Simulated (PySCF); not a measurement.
**Telling isomers of C₇H₉ClSi apart by NMR**

[PySCF 2.14: PBE0/pcSseg-1 with gauge-including orbitals; structure optimised with GFN2-xTB; one computed conformer; fast rotation and ring inversion assumed for equivalent nuclei; non-relativistic Hamiltonian; in vacuum]

Referencing at the same level of theory: TMS for ¹H (31.72 ppm) and ¹³C (186.93 ppm). Where no couplings were computed, multiplicities follow the n + 1 count of equivalent neighbours, and m marks all less simple cases (inequivalent or close neighbours, rings, F or P nearby). Shifts are as computed. Against solution values, carbons near 30 ppm lie about +3 ppm off and those near 130 ppm about +5 ppm; carbons on Cl a further +6 ppm. Of 1211 compounds with measured shifts, 218 miss one by over three times the rms of a fit or turn the order of signals round; such compounds aren't used in these exercises. Carbons bonded to Cl come out too deshielded.

(1) Tabulate the signals of `C#C[C@@H]1C=C[C@@H](Cl)[SiH2]C1`, `C=C(C)C1=CC=C(Cl)[SiH2]1` and their relative energies.

(2) What is the quickest way to tell C#C[C@@H]1C=C[C@@H](Cl)[SiH2]C1 from C=C(C)C1=CC=C(Cl)[SiH2]1?

Results:

(1) 
| SMILES | carbon types | δC | δH | E rel. (kcal/mol) |
| --- | --- | --- | --- | --- |
| C#C[C@@H]1C=C[C@@H](Cl)[SiH2]C1 | 1×C 5×CH 1×CH2 | 154.0, 136.5, 94.1, 75.1, 39.6, 26.4, 15.5 | 6.66 (m, 1H), 6.57 (m, 1H), 4.39 (m, 1H), 4.28 (m, 1H), 3.98 (m, 1H), 3.75 (m, 1H), 1.63 (d, 1H), 1.49 (m, 1H), 1.10 (m, 1H) | 24.9 |
| C=C(C)C1=CC=C(Cl)[SiH2]1 | 3×C 2×CH 1×CH2 1×CH3 | 151.6, 151.3, 150.5, 150.0, 146.5, 124.0, 21.9 | 6.88 (d, 1H), 6.69 (d, 1H), 5.30 (m, 1H), 5.21 (m, 1H), 4.71 (s, 2H), 1.98 (s, 3H) | 0.0 |

Energies are electronic energies at PBE0/pcSseg-1 on these geometries, without zero-point or thermal terms, each for the one conformer computed, which needn't be the lowest.

(2) Both give the same number of carbon signals, but DEPT or the intensities differ. The first has a terminal alkyne carbon (CH) at 75.1 ppm, the second a terminal =CH2 carbon at 124.0 ppm. Their most deshielded carbons lie at 154.0 and 151.6 ppm.
